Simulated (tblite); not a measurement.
Compound: C8H9O (doublet state).
SMILES with atom numbers: `[CH2:1]=[C:2]1[CH:3]=[CH:4][CH2:5][C:6]1[C:7]([CH3:8])=[O:9]` (hydrogens: H10, H11 on C1; H12 on C3; H13 on C4; H14, H15 on C5; H16, H17, H18 on C8)

The geometry is computed with GFN2-xTB (gas phase). This method treats the open shell by occupation alone, without spin polarisation.

Question: List the bond lengths, angles and torsions at this level.

Answer: 
| bond | length (Å) |
| --- | --- |
| C1=C2 | 1.360 |
| C2–C3 | 1.461 |
| C3=C4 | 1.333 |
| C4–C5 | 1.495 |
| C5–C6 | 1.494 |
| C6–C7 | 1.438 |
| C7–C8 | 1.517 |
| C7=O9 | 1.226 |
| C2–C6 | 1.424 |
| C1–H10 | 1.076 |
| C1–H11 | 1.075 |
| C3–H12 | 1.075 |
| C4–H13 | 1.076 |
| C5–H14, C5–H15 | 1.095 |
| C8–H16, C8–H17, C8–H18 | 1.088 |

Bonds in one row agree within 0.01 Å and their mean is given. A selection of angles:
| angle | degrees |
| --- | --- |
| C1–C2–C3 | 125.4 |
| C1–C2–C6 | 127.4 |
| C3–C2–C6 | 107.2 |
| C2–C3–C4 | 110.2 |
| C3–C4–C5 | 110.8 |
| C4–C5–C6 | 103.4 |
| C5–C6–C7 | 124.8 |
| C2–C6–C5 | 108.5 |
| C2–C6–C7 | 126.7 |
| C6–C7–C8 | 116.0 |
| C6–C7–O9 | 123.3 |
| C8–C7–O9 | 120.8 |

Dihedral angles: C1–C2–C3–C4 180° (antiperiplanar); C2–C3–C4–C5 0° (synperiplanar); C3–C4–C5–C6 0° (synperiplanar); C4–C5–C6–C7 180° (antiperiplanar); C5–C6–C7–C8 0° (synperiplanar); C1–C2–C6–C5 180° (antiperiplanar).

C7 (carbon bonded to 2 C and O) is planar (angles 123.3°, 120.8° and 116.0°, sum 360.0°, 0.00 Å off the plane of its three neighbours). C6 (carbon bonded to 3 C) is planar (angles 126.7°, 124.8° and 108.5°, sum 360.0°, 0.00 Å off the plane of its three neighbours). The 5-membered ring C2–C3–C4–C5–C6 has internal angles of 103.4° to 110.8° (sum 540°, against 540° for a flat polygon); it is planar, 0.00 Å rms from its mean plane, widest ring torsion 0°. Of the pairs four or more bonds apart, O9···H11 is among the closest relative to their van der Waals radii: 2.30 Å, 84 % of the sum of Bondi's values. The 9 heavy atoms lie in one plane (0.001 Å rms). The 8 C–C bonds span 1.333 Å (C3=C4, drawn double) to 1.517 Å (C7–C8, drawn single), a spread of 0.184 Å. C2 (carbon bonded to 3 C) is planar (angles 127.4°, 125.4° and 107.2°, sum 360.0°, 0.00 Å off the plane of its three neighbours).

Point group: Cs (every atom within 0.08 Å of its image). Its GFN2-xTB frequencies are all real (lowest 64 cm⁻¹).

On an Arm Neoverse V2 with one thread, no GPU, on a shared host, this took 0.64 s of wall time. These figures are those of the optimisation.

One conformer stands for the species.
